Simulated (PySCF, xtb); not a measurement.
Si(F)2(Et)(NH2) (C₂H₇F₂NSi), SMILES CC[Si](N)(F)F.

xtb with GFN2-xTB at its own geometry gives an orbital gap of 7.37 eV and a dipole moment of 3.06 D.

Geometry: B3LYP-D3(BJ)/def2-SVP. Other conformers were not sampled.

### Question
What does PBE/def2-TZVP run with PySCF give? (An estimate is asked for; the answer gives what the named calculation found.)

### Answer
gap 6.34 eV (levels -6.59 and -0.25 eV), dipole 2.62 D.
